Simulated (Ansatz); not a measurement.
Results of the Gaussian-basis code of Ansatz.

A structure relaxed at PBE0-D4/def2-TZVP, charge 0, multiplicity 1:

Cartesian coordinates in Å:
```
N -0.995 0.344 -0.295
Ga 0.635 -0.215 0.199
Br 2.461 1.055 -0.256
Br 0.881 -2.186 1.298
H -1.830 -0.194 -0.140
H -1.152 1.195 -0.806
```

(1) Give its formula and SMILES.

(2) Point group (tolerance 0.08 Å, 0.16 Å for H)?

(3) Summarise the bond lengths by kind.

## Answers

(1) Br2GaH2N, `[NH2][Ga]([Br])[Br]`.

(2) C2v.

(3) 1 × Ga–N 1.793 Å; 2 × H–N 1.005 Å; 2 × Br–Ga 2.270 Å.
